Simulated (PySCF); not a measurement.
Computed with PySCF 2.14.0 with PBE-D3(BJ)/def2-TZVP // M06-2X/def2-TZVP. Isolated molecules, 0 K electronic values unless said otherwise. One relaxed conformer stands for a flexible species; it need not be the lowest. Excitations are Tamm–Dancoff values on a coarser integration grid. The basis has no diffuse functions, so Rydberg states are missing or too high.

Reference species (SMILES): `[CH3][Ga]([CH3])[CH3]` (neutral, multiplicity 1).

```
Property                  Value
----------------------  -------
S1 excitation (TDA)     4.94 eV
S1 oscillator strength    0.000
S1–T1 gap (TDA)         0.29 eV
```

Changed species: `[CH3][Ga]([CH3])[OH]` (C–Ga–O–H torsion 180°) (1 of 3 CH3 replaced by OH; the reference has 0 of 3 CH3 replaced by OH).

Task: Give the shifts of the S1 excitation (TDA), S1 oscillator strength and S1–T1 gap (TDA).

Result: the S1 excitation (TDA) rises by 0.52 eV, to 5.46 eV; the S1 oscillator strength hardly moves; the S1–T1 gap (TDA) hardly moves.
